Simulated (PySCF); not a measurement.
## Excitation energy of Ca⁺ by level of theory

Ca⁺ [Ar] 4s1 (2S) → Ca⁺ [Ar] 4p1 (2P), as a difference of total energies. Computed with PySCF 2.14 in ANO-RCC-VTZP, with scalar relativity by spin-free X2C-1e. Correlated levels: valence and next inner shell: [Ne] frozen. The calculations carry no spin-orbit coupling.

```tsv
method	excitation energy (eV)	error (eV)
UHF	2.941	-0.201
LDA	2.983	-0.159
PBE	2.826	-0.316
PBE0	2.861	-0.281
r2SCAN	2.784	-0.358
B97-3	2.819	-0.323
M06-L	2.569	-0.573
r2SCAN0	2.874	-0.268
BHandHLYP	3.012	-0.130
MP2 (valence and next inner shell)	3.120	-0.022
SCS-MP2 (valence and next inner shell)	3.077	-0.065
```

Reference: 3.142 eV (measured; NIST levels, between the centres of gravity of the two terms).

Errors of the correlated levels include the incompleteness of this basis and the frozen core.

The basis was made for the ground configuration and has no added diffuse functions, so the excitation energy can come out too high.
